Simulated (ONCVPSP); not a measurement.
Building the ONCV potential for Zr (Z = 40) (LDA (Perdew-Zunger), scalar-relativistic).

Input for ONCVPSP 4.0.1:

```
# ATOM AND REFERENCE CONFIGURATION
# atsym  z   nc   nv     iexc    psfile
  Zr 40.00    8    3        3      upf
#
#   n    l    f
    1    0    2.00
    2    0    2.00
    2    1    6.00
    3    0    2.00
    3    1    6.00
    3    2   10.00
    4    0    2.00
    4    1    6.00
    4    2    2.00
    5    0    1.50
    5    1    0.50
#
# PSEUDOPOTENTIAL AND OPTIMIZATION
# lmax
    2
#
#   l,   rc,      ep,       ncon, nbas, qcut
    0    3.35    0.00    4    7    1.80
    1    3.90    0.00    4    8    2.20
    2    2.15    0.00    4    8    8.30
#
# LOCAL POTENTIAL
# lloc, lpopt,  rc(5),   dvloc0
    4    5    1.85    0.00
#
# VANDERBILT-KLEINMAN-BYLANDER PROJECTORs
# l, nproj, debl
    0    2    1.60
    1    3    2.00
    2    1    1.00
#
# MODEL CORE CHARGE
# icmod, fcfact, rcfact
    3    3.50    1.35
#
# LOG DERIVATIVE ANALYSIS
# epsh1, epsh2, depsh
   -2.00    5.00    0.02
#
# OUTPUT GRID
# rlmax, drl
    6.00    0.01
#
# TEST CONFIGURATIONS
# ncnf
    4
# nvcnf
#   n    l    f
    3
    4    2    2.00
    5    0    2.00
    5    1    0.00
#
    3
    4    2    2.00
    5    0    1.00
    5    1    0.00
#
    3
    4    2    2.00
    5    0    0.00
    5    1    0.00
#
    3
    4    2    1.00
    5    0    2.00
    5    1    0.00
#
```

Command:

```bash
oncvpsp.x < Zr.dat > Zr.out
```

The program printed (shortened: citation, most of the input echo, consistency checks and plot data are left out):

```
ONCVPSP  (Optimized Norm-Conservinng Vanderbilt PSeudopotential)
scalar-relativistic version 4.0.1

#   n    l    f        energy (Ha)
    1    0    2.00    -6.5412976E+02
    2    0    2.00    -9.0676651E+01
    2    1    6.00    -8.0929053E+01
    3    0    2.00    -1.4856823E+01
    3    1    6.00    -1.1681747E+01
    3    2   10.00    -6.4525239E+00
    4    0    2.00    -2.0265884E+00
    4    1    6.00    -1.2175412E+00
    4    2    2.00    -1.5742225E-01
    5    0    1.50    -1.8310660E-01
    5    1    0.50    -6.8590262E-02

Reference configufation results
  iterations    27
  all-electron total energy (Ha)   -3.59453998D+03

Begin loop to  construct optimized pseudo wave functions
and semi-local pseudopoentials for all angular momenta

   Wellstate for l =  0  n =  7
     eigenvalue =   1.4169
     asymptotic potential =   1.9169
     half-point radius =  5.3813

Calculating optimized projector #   1

 for l=   0

    Fraction of norm inside rc  0.458168
    Optimizing pswf for qcut=   1.81 a_B^-1,  ecut=   1.63 Ha
    Residual kinetic energy error=  3.34D-03 Ha

    Energy error per electron        Cutoff
         Ha          eV             Ha
         0.01000     0.27211        1.18
         0.00100     0.02721        3.67
         0.00010     0.00272        9.37
         0.00001     0.00027       11.44

Calculating optimized projector #   2

 for l=   0

    Fraction of norm inside rc  0.239047
    Optimizing pswf for qcut=   1.81 a_B^-1,  ecut=   1.63 Ha
    Residual kinetic energy error=  2.20D-01 Ha

    Energy error per electron        Cutoff
         Ha          eV             Ha
         0.01000     0.27211        5.74
         0.00100     0.02721       12.96
         0.00010     0.00272       15.27
         0.00001     0.00027       17.28

   Wellstate for l =  1  n =  8
     eigenvalue =   1.9314
     asymptotic potential =   2.4314
     half-point radius =  6.4965

   Wellstate for l =  1  n = 10
     eigenvalue =   3.9314
     asymptotic potential =   4.4314
     half-point radius =  6.5521

Calculating optimized projector #   1

 for l=   1

    Fraction of norm inside rc  0.311859
    Optimizing pswf for qcut=   2.20 a_B^-1,  ecut=   2.42 Ha
    Residual kinetic energy error=  6.70D-05 Ha

    Energy error per electron        Cutoff
         Ha          eV             Ha
         0.01000     0.27211        0.35
         0.00100     0.02721        1.26
         0.00010     0.00272        2.47
         0.00001     0.00027        7.76

Calculating optimized projector #   2

 for l=   1

    Fraction of norm inside rc  0.256539
    Optimizing pswf for qcut=   2.20 a_B^-1,  ecut=   2.42 Ha
    Residual kinetic energy error=  7.64D-02 Ha

    Energy error per electron        Cutoff
         Ha          eV             Ha
         0.01000     0.27211        5.75
         0.00100     0.02721       16.01
         0.00010     0.00272       19.19
         0.00001     0.00027       23.73

Calculating optimized projector #   3

 for l=   1

    Fraction of norm inside rc  0.182270
    Optimizing pswf for qcut=   2.20 a_B^-1,  ecut=   2.42 Ha
    Residual kinetic energy error=  1.10D+00 Ha

    Energy error per electron        Cutoff
         Ha          eV             Ha
         0.01000     0.27211        7.00
         0.00100     0.02721       11.12
         0.00010     0.00272       18.59
         0.00001     0.00027       21.18

Calculating optimized projector #   1

 for l=   2

    Fraction of norm inside rc  0.550098
    Optimizing pswf for qcut=   8.30 a_B^-1,  ecut=  34.45 Ha
    Residual kinetic energy error=  2.66D-09 Ha

    Energy error per electron        Cutoff
         Ha          eV             Ha
         0.01000     0.27211       11.40
         0.00100     0.02721       16.15
         0.00010     0.00272       20.57
         0.00001     0.00027       24.36

Construct Vanderbilt / Kleinmman-Bylander projectors

B matrix Hermiticity error, ll=   0
   1   2   -5.5027E-05

  Orthonormal projector coefficients  4.7303E+00  7.2181E-01

B matrix Hermiticity error, ll=   1
   1   2    2.7393E-05
   1   3    6.3916E-05
   2   3   -7.3121E-05

  Orthonormal projector coefficients  4.2248E+00  2.0406E+00  4.1791E-01

Model core correction analysis
  based on d2Exc/dn_idn_j

d2excae - all-electron derivatives

   -1.822717D-02   -1.278293D-02   -7.243078D-03
   -1.277990D-02   -2.337729D-02   -1.924165D-02
   -7.239276D-03   -1.923059D-02   -2.476511D-02

d2excps - pseudofunction derivatives with no core correction

   -4.637015D-02   -1.865415D-02   -9.245626D-03
   -1.865543D-02   -2.583415D-02   -2.037733D-02
   -9.243492D-03   -2.036699D-02   -2.526682D-02

rms 2nd derivative error    9.876552E-03

rmatch, rhocmatch    2.2389    0.2173

Teter function model core charge with specified parameters

d2excps - pseudofunction derivatives with core correction

   -3.247032D-02   -1.516835D-02   -8.078136D-03
   -1.516649D-02   -2.353375D-02   -1.939761D-02
   -8.074685D-03   -1.938637D-02   -2.481230D-02

rms 2nd derivative error    4.895847E-03

Pseudoatom total energy   -2.813881

Diagnostic tests using Vanderbilt-Kleinman-Bylander pseudopotentials
  1 or more projectors used as specified by nproj input data

   l    rcore       rmatch      e in        delta e   norm test  slope test

   0   3.3627123   3.4648116  -0.1831066  -0.0000003   0.9999909   0.9999957
   0   3.3627123   3.4648116   1.4168934   0.0000128   1.0000758   1.0000758

   1   3.9051636   4.0237329  -0.0685903  -0.0000000   1.0000013   0.9999784
   1   3.9051636   4.0237329   1.9314097   0.0000054   1.0000847   1.0000847
   1   3.9051636   4.0237329   3.9314097   0.0000529   1.0000430   1.0000430

   2   2.1599274   2.2255074  -0.1574223   0.0000001   1.0000008   1.0000036

 Testing for bound ghosts
   n   l    E NL Schr. Eq   E Basis Diag.   E Cutoff

   1   0       -0.183107       -0.182657     16.54

   2   1       -0.068590       -0.067010     25.79

   3   2       -0.157422       -0.154072     55.23

 Testing for highly-localized positive-energy ghosts
       l    <radius>/rc     E Basis Diag.   E Cutoff

       0        0.895990        0.076250     16.54  WARNING - GHOST(+)

       1        0.356767        3.592617     25.79  WARNING - GHOST(+)

Test configuration 0

   n   l     f        eae           eps        diff
   1   0  2.0000 -654.12975651
   2   0  2.0000  -90.67665117
   2   1  6.0000  -80.92905266
   3   0  2.0000  -14.85682345
   3   1  6.0000  -11.68174660
   3   2 10.0000   -6.45252389
   4   0  2.0000   -2.02658841
   4   1  6.0000   -1.21754123
   4   2  2.0000   -0.15742225   -0.15742214    1.14D-07
   5   0  1.5000   -0.18310660   -0.18310691   -3.09D-07
   5   1  0.5000   -0.06859026   -0.06859027   -5.01D-09

    Total energies and differences
      AE_ref= -3.59453998D+03  AE_tst= -3.59453998D+03  dif=  0.00D+00
      PS_ref= -2.81388088D+00  PS_tst= -2.81388088D+00  dif=  8.88D-16
      PSP excitation error= -8.88D-16

Test configuration 1

   n   l     f        eae           eps        diff
   1   0  2.0000 -654.10611304
   2   0  2.0000  -90.65339937
   2   1  6.0000  -80.90580643
   3   0  2.0000  -14.83340808
   3   1  6.0000  -11.65834267
   3   2 10.0000   -6.42915755
   4   0  2.0000   -2.00327929
   4   1  6.0000   -1.19436720
   4   2  2.0000   -0.13732378   -0.13701933    3.04D-04
   5   0  2.0000   -0.16887779   -0.16886401    1.38D-05

    Total energies and differences
      AE_ref= -3.59453998D+03  AE_tst= -3.59459654D+03  dif= -5.66D-02
      PS_ref= -2.81388088D+00  PS_tst= -2.87042472D+00  dif= -5.65D-02
      PSP excitation error= -1.80D-05

Test configuration 2

   n   l     f        eae           eps        diff
   1   0  2.0000 -654.35713311
   2   0  2.0000  -90.90215356
   2   1  6.0000  -81.15472291
   3   0  2.0000  -15.08236324
   3   1  6.0000  -11.90727583
   3   2 10.0000   -6.67792769
   4   0  2.0000   -2.25158817
   4   1  6.0000   -1.44248168
   4   2  2.0000   -0.37439434   -0.37388817    5.06D-04
   5   0  1.0000   -0.37570470   -0.37597653   -2.72D-04

    Total energies and differences
      AE_ref= -3.59453998D+03  AE_tst= -3.59432637D+03  dif=  2.14D-01
      PS_ref= -2.81388088D+00  PS_tst= -2.60014962D+00  dif=  2.14D-01
      PSP excitation error= -1.17D-04

Test configuration 3

psatom: WARNING lschvkbb convergence error n,l,iter=   1   0  46
ea(ii),et,emin,emax -5.316300E-01 -5.428843E-01 -5.428843E-01 -5.428843E-01
run_config: WARNING for fully non-local PS atom, stg. 1
 WARNING no output for configuration 4

Test configuration 4

   n   l     f        eae           eps        diff
   1   0  2.0000 -654.47586920
   2   0  2.0000  -91.03042402
   2   1  6.0000  -81.28224444
   3   0  2.0000  -15.20712466
   3   1  6.0000  -12.03204649
   3   2 10.0000   -6.80349657
   4   0  2.0000   -2.36424942
   4   1  6.0000   -1.54831538
   4   2  1.0000   -0.45069560   -0.45234253   -1.65D-03
   5   0  2.0000   -0.41359278   -0.41341301    1.80D-04

    Total energies and differences
      AE_ref= -3.59453998D+03  AE_tst= -3.59430910D+03  dif=  2.31D-01
      PS_ref= -2.81388088D+00  PS_tst= -2.58239035D+00  dif=  2.31D-01
      PSP excitation error= -6.10D-04
```

The run took about 4.5 s on one core of a shared server CPU.
